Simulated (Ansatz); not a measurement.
`[CH3][Al]([F])[CH2][SiH3]` and `C[BH][Al]([CH3])[F]` differ in one atom or group.

Ansatz, PBE0-D4/def2-TZVP geometries, multiplicity 1. Each molecule was computed in one conformer, which needn't be the lowest.

```
                               property  `[CH3][Al]([F])[CH2][SiH3]`
     HOMO energy (PBE0/def2-TZVPP) / eV                        -7.98
    HOMO–LUMO gap (PBE/def2-TZVPP) / eV                         5.38
      HOMO energy (PBE/def2-TZVPP) / eV                        -6.72
HOMO–LUMO gap (ωB97M-V/def2-TZVPP) / eV                        11.17
     LUMO energy (PBE0/def2-TZVPP) / eV                        -0.55
  HOMO–LUMO gap (B3LYP/def2-TZVPP) / eV                         6.97
```

Give the same properties after the change, and the shifts. (An estimate is asked.)

The calculation gave: 
| property | `C[BH][Al]([CH3])[F]` | shift |
| --- | --- | --- |
| HOMO energy (PBE0/def2-TZVPP) / eV | -7.03 | 0.95 |
| HOMO–LUMO gap (PBE/def2-TZVPP) / eV | 3.04 | -2.34 |
| HOMO energy (PBE/def2-TZVPP) / eV | -5.84 | 0.88 |
| HOMO–LUMO gap (ωB97M-V/def2-TZVPP) / eV | 9.28 | -1.89 |
| LUMO energy (PBE0/def2-TZVPP) / eV | -1.82 | -1.27 |
| HOMO–LUMO gap (B3LYP/def2-TZVPP) / eV | 4.85 | -2.12 |

With PBE0 the HOMO rises by 0.95 eV and the LUMO falls by 1.27 eV, so the gap narrows by about 2.22 eV. PBE moves the HOMO by 0.88 eV and ωB97M-V by 1.00 eV.

B3LYP here is the variant with VWN-RPA as its local correlation; programs differ in this.
